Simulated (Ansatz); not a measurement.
CH6GeOSi can be A, `[CH3][GeH]1[O][SiH2]1`, or B, `[GeH3][SiH]1CO1`.

Gas-phase electronic energies from Ansatz, PBE0-D4/def2-TZVP geometries. CCSD(T)/CBS adds triple-zeta CCSD(T) − MP2 to the extrapolated MP2 energy (def2 sets, frozen cores). Functionals use def2-TZVPP. B3LYP here is the variant with VWN-RPA as its local correlation; programs differ in this. For Ge outer-core shells are correlated without core-valence functions, which leaves a few kJ/mol of doubt a bond. Scalar relativity is left out up to krypton.

(1) Which isomer does CCSD(T)/CBS put lower? Give the gap. (An estimate is asked.)

(2) Give E(B) − E(A) in kJ/mol with CCSD(T)/def2-TZVPP, CCSD/def2-TZVPP, r2SCAN-D4, B3LYP, ωB97M-V, PBE0-D4, B2PLYP. (Estimate.)

Largest T1 diagnostic: 0.014.

Answers

(1) Ansatz gave: A, by 122.0 kJ/mol.

(2) Computed: CCSD(T)/def2-TZVPP 119.1, CCSD/def2-TZVPP 117.7, r2SCAN-D4 115.8, B3LYP 113.8, ωB97M-V 114.6, PBE0-D4 109.8, B2PLYP 120.4. None reverses the order clearly.

In def2-TZVPP, CCSD(T) changes the Hartree–Fock value by +3.6 kJ/mol (the triples alone add +1.4 kJ/mol) and MP2 by +13.7 kJ/mol.
